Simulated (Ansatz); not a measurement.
HO2 (SMILES [O]O) moved off its minimum; all values from Ansatz (a first-principles code), cores frozen in correlated methods. Open shells are unrestricted.
(charge 0, multiplicity 2)
```xyz
3

O     -0.40004     0.40151     0.13215
O      0.56709    -0.26395     0.05886
H     -1.13923    -0.28356    -0.04936
```

**Question.** Give the forces (eV/Å), the total energy and the dipole at CCSD(T)/aug-cc-pVTZ.

**Answer.** 
```csv
atom,Fx,Fy,Fz
O1,-9.953,3.678,0.123
O2,9.877,-5.476,-0.486
H3,0.076,1.798,0.362
```
Energy -150.6963 hartree, dipole 2.18 D.
